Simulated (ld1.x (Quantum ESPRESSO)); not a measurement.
**Transferability test, ultrasoft potential for Se**

ld1.x (Quantum ESPRESSO) 7.5 input, shortened:

```
&input
   title='Se', zed=34., rel=1, dft='PBE', iswitch=3,
   config='[Ar] 3d10 4s1.5 4p4.5'
 /
 &inputp
   pseudotype=3, tm=.true., lloc=-1, rcloc=1.80,
   nlcc=.true., new_core_ps=.true.,
   which_augfun='PSQ', rmatch_augfun_nc=.true.
 /
4
4S  1  0   1.50   0.00  1.40  1.60  0.0
4S  1  0   0.00   1.00  1.40  1.60  0.0
4P  2  1   4.50   0.00  1.70  2.10  0.0
4P  2  1   0.00   3.70  1.70  2.10  0.0
 &test
   configts(1)='4s1.5 4p4.5'
 /
```

Energies are relative to the spin-unpolarised reference configuration 4s1.5 4p4.5; without spin polarisation the order of configurations can differ from experiment.

Q: Give the all-electron excitation energy and the error of the potential for: 4s2 4p4; 4s2 4p3; 4s2 4p2; 4s0 4p6; 4s2 4p4.3; 4s2 4p3.5; 4s2 4p0.

A:

```
valence configuration  charge  ΔE all-electron (eV)  error AE − PS (meV)
              4s2 4p4       0                -5.414                 -3.0
              4s2 4p3      +1                 5.430                 -4.4
              4s2 4p2      +2                25.779                  -14
              4s0 4p6       0                16.550                  -31
            4s2 4p4.3    -0.3                -7.007                 -2.7
            4s2 4p3.5    +0.5                -1.105                 -3.4
              4s2 4p0      +4                98.831                 -148
```
